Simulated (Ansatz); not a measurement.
Born–Oppenheimer molecular dynamics of ClGaH₂ (4 atoms, charge 0, multiplicity 1). It starts at the highest image of a converged band, a first-order saddle point between two minima.

Level of theory: UKS r2SCAN-D4/def2-SVP in Ansatz 0.2.0.

| Item | Value |
| --- | --- |
| ensemble | NVE (velocity Verlet) |
| time step | 0.5 fs |
| steps asked | 200 |
| starting velocities drawn for | 100 K |
| seed | 10283 |

First frame:

```xyz
4
Properties=species:S:1:pos:R:3
Ga -0.743 0.415 -0.276
Cl 1.538 -0.756 0.169
H 0.659 -0.075 -1.042
H -1.454 0.416 1.149
```

Q: How far do the bonds stretch over the last three quarters of this one trajectory? (Pairs bonded in most of those frames.)

A: 
| bond | mean (Å) | spread (Å) | shortest | longest |
| --- | --- | --- | --- | --- |
| Ga1–Cl2 | 2.250 | 0.231 | 1.90 | 2.61 |
| Ga1–H3 | 1.601 | 0.083 | 1.47 | 1.77 |
| Ga1–H4 | 1.612 | 0.075 | 1.48 | 1.79 |

Mean temperature of the second half: 4646 K. The conserved energy stayed within 0.45 meV per atom of its start (net change -0.24 meV per atom), so the integration is sound. The kinetic energy rose, since the run started high on the potential surface and went downhill. A run of 0.1 ps of so small a system gives no equilibrium averages. The orbitals were unrestricted but ended closed-shell.

Time of the run: 3.4 min on 2 threads of Intel(R) Xeon(R) 6975P-C (Granite Rapids) (shared host), peak memory 0.17 GiB.
